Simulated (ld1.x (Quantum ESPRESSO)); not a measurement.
# What one change does to a pseudopotential (Mo, TM)

| Item | Value |
| --- | --- |
| Element | Mo (Z = 42) |
| Generator | ld1.x (Quantum ESPRESSO) 7.5 |
| Type | norm-conserving Troullier–Martins (Kleinman–Bylander form) |
| Functional | LDA (PZ) |
| Relativity | scalar-relativistic |
| Frozen core | [Ar] 3d10 |
| Valence charge | 14 |
| Reference configuration | 4s2 4p6 4d3 5s0 5p0 (charge +3) |
| Partial waves | 4s (bound): rc 1.45 bohr; 4d (bound): rc 2.20 bohr; 4p (bound): rc 2.05 bohr |
| Local potential | the p channel |
| Core correction | a·sin(br)/r model core inside 0.70 bohr |

Change: all radii but the core radius scaled by about 0.91 (s 1.32, p 1.86, d 2.00 bohr).

Cutoffs: the cutoffs (Ry, on a coarse ladder) from which the occupation-weighted sum of valence levels, in a spherical-Bessel basis at the reference potential, stays within 10 and 1 mRy of its value at 400 Ry; they do not see the model core or the augmentation charge, which bear on the density cutoff. Errors are all-electron minus pseudo energies relative to the spin-unpolarised reference configuration.

Problem. How do hardness, ghosts and transferability respond?

Solution. The potential gets harder (70 Ry and 120 Ry → 80 Ry and 140 Ry); of the 9 tests that both files solve, the error grows in 0 and shrinks in 9 by more than 15 % and 0.3 meV (median size 134.2 → 102.5 meV); neither file shows a bound ghost. A smaller radius makes the pseudo-wave follow the all-electron one further in, where it bends more sharply, so more plane waves are needed. Less of the atom is replaced, so other configurations are described better.

| quantity | base | changed |
| --- | --- | --- |
| cutoff, loose | 70 Ry | 80 Ry |
| cutoff, tight | 120 Ry | 140 Ry |
| loose cutoff by channel (10 mRy a level) | s 60 Ry, d 30 Ry, p 21 Ry | s 70 Ry, d 35 Ry, p 21 Ry |
| bound ghosts | none | none |
| error for 4s2 4p6 4d5 5s1 5p0, meV [ΔE -49.85 eV] | +282 | +199 |
| error for 4s2 4p6 4d5 5s0 5p0, meV [ΔE -42.66 eV] | +52 | +39 |
| error for 4s2 4p6 4d4 5s0 5p0, meV [ΔE -26.96 eV] | +20 | +15 |
| error for 4s2 4p6 4d2 5s0 5p0, meV [ΔE 39.70 eV] | +31 | +21 |
| error for 4s2 4p6 4d5 5s0 5p1, meV [ΔE -46.61 eV] | +134 | +103 |
| error for 4s1 4p6 4d5 5s1 5p0, meV [ΔE 20.46 eV] | +284 | +200 |
| error for 4s2 4p6 4d4 5s2 5p0, meV [ΔE -49.71 eV] | +574 | +402 |
| error for 4s2 4p6 4d3 5s0 5p0 (spin-polarised), meV [ΔE -1.57 eV] | +75 | +57 |
| error for 4s2 4p6 4d5 5s1 5p0 (spin-polarised), meV [ΔE -53.77 eV] | +412 | +299 |
